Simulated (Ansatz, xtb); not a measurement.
C5H5BN2: which of two isomers lies lower

Structure X is `Bn1cncc1C#C`, a singlet and structure Y is `Bc1ncc(C#C)[nH]1`, a singlet. Both are isolated molecules in the gas phase, relaxed with PBE0-D3(BJ)/def2-SVP; the shapes shown needn't be the lowest conformers.

X (Å):

```xyz
13

C     0.1145    1.0110    1.0348
C     1.1180   -0.8614    1.1556
C     0.5735   -0.8268   -0.1055
C     0.6144   -1.7695   -1.1565
C     0.6586   -2.5893   -2.0502
B    -0.8279    0.9584   -1.2844
N    -0.0917    0.4067   -0.1947
N     0.8215    0.2886    1.8468
H    -1.3143    2.0475   -1.1221
H    -0.9293    0.3247   -2.2987
H    -0.2992    1.9977    1.2464
H     1.7093   -1.6639    1.5933
H     0.6984   -3.3159   -2.8407
```

Y (Å):

| atom | x (Å) | y (Å) | z (Å) |
| --- | --- | --- | --- |
| C | -0.1250 | 0.9818 | -0.6219 |
| C | 1.3001 | 0.0736 | 0.7171 |
| C | 0.6391 | -0.9866 | 0.0770 |
| C | 0.7848 | -2.3867 | 0.1971 |
| C | 0.9157 | -3.5885 | 0.3058 |
| B | -0.9637 | 1.9870 | -1.4039 |
| N | 0.8282 | 1.2467 | 0.2850 |
| N | -0.2464 | -0.3821 | -0.7545 |
| H | -0.7987 | 3.1661 | -1.2323 |
| H | -1.7889 | 1.5815 | -2.1914 |
| H | 2.0889 | -0.0138 | 1.4637 |
| H | 1.0351 | -4.6520 | 0.4054 |
| H | -0.8916 | -0.8593 | -1.3723 |

Quicker runs give these differences E(Y) − E(X): GFN2-xTB +83.6 kJ/mol; HF/STO-3G +100.7 kJ/mol (at GFN2-xTB geometries); r2SCAN-D4/def2-SVP +54.6 kJ/mol (at GFN2-xTB geometries).

Estimate E(Y) − E(X) at the level CCSD(T)/def2-SVP + ΔMP2/def2-TZVPP.

Calculated at CCSD(T)/def2-SVP + ΔMP2/def2-TZVPP: E(Y) − E(X) = +69.8 kJ/mol, so structure X lies lower.

The same difference at several levels:

```csv
level,geometry,E(Y) − E(X) (kJ/mol),departure from the last row (kJ/mol),"job, with rough time for the two"
GFN2-xTB,GFN2-xTB,+83.6,+13.8,"optimisation, 0.16 s"
HF/STO-3G,GFN2-xTB,+100.7,+30.9,"single point, 0.46 s"
r2SCAN-D4/def2-SVP,GFN2-xTB,+54.6,−15.2,"single point, 4.9 s"
PBE0-D3(BJ)/def2-SVP,PBE0-D3(BJ)/def2-SVP,+58.4,−11.4,"optimisation, 54 s"
HF/def2-SVP,PBE0-D3(BJ)/def2-SVP,+79.8,+10.0,part of the CCSD(T) run
MP2/def2-SVP,PBE0-D3(BJ)/def2-SVP,+63.8,−6.0,part of the CCSD(T) run
CCSD(T)/def2-SVP,PBE0-D3(BJ)/def2-SVP,+72.5,+2.7,single point
CCSD(T)/def2-SVP + ΔMP2/def2-TZVPP,PBE0-D3(BJ)/def2-SVP,+69.8,,"single point, 61 s"
```

As drawn, Y has 1 C–B, 1 N–H in place of 1 B–N, 1 C–H.

None of the levels shown reverses the order. The largest departure from CCSD(T)/def2-SVP + ΔMP2/def2-TZVPP is that of HF/STO-3G, 30.9 kJ/mol. The last row adds to CCSD(T) the change of the MP2 difference between the two basis sets, here −2.7 kJ/mol.

With thermal terms from frequencies at re-optimised GFN2-xTB minima (ideal gas, soft modes damped towards free rotors, one conformer each, 298.15 K, 1 atm): on the last row, ΔE + ΔZPE = +68.4, ΔH = +69.0, ΔG = +67.8 kJ/mol.

The correlated steps freeze 8 core orbitals. Codes used: Ansatz 0.2.0, xtb 6.7.1; the last row on 2 threads of Intel(R) Xeon(R) 6975P-C (Granite Rapids) on a shared host.
